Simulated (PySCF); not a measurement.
Run record: geometry optimisation, lithium potassium (`[Li][K]`).

Method: PBE0-D3(BJ)/def2-SVP geometry optimisation, gas phase (PySCF 2.14.0). Start geometry: GFN2-xTB. The input is one job of a driver script: a line of settings, then coordinates in Å.

Input:
```
{"job": {"xc": "PBE0", "basis": "def2-SVP", "d3": "d3bj", "grid": 1, "kind": "geom"}, "charge": 0, "multiplicity": 1}
Li     1.430490    -0.005130    -0.006470
K     -1.424970     0.007670    -0.021830
```

Output:
```
step   0  E = -607.13845519  max force = 0.015725
step   1  E = -607.14303744  max force = 0.008832
step   2  E = -607.14563693  max force = 0.002326
step   3  E = -607.14588202  max force = 0.000586
step   4  E = -607.14590003  max force = 0.000070
step   5  E = -607.14590019  max force = 0.000002
optimisation converged
```

Energies in Eh; «max force» is the largest Cartesian gradient component in Eh/bohr.

**Question.** Give the first gradient maximum in eV/Å.

**Answer.** With 1 Eh/bohr = 51.422 eV/Å, 0.809 eV/Å.

**Question.** How much energy does the optimisation release, in kcal/mol?

**Answer.** E(step 0) − E(last step) = 0.007445 Eh, which is 4.7 kcal/mol.

Main results: final energy -607.14590 Eh after 5 steps; dipole 3.16 D.

On an x86-64 server with one thread, shared host, this took 1.9 s.
Labels such as C1 count atoms from 1, the log's own numbers from 0.
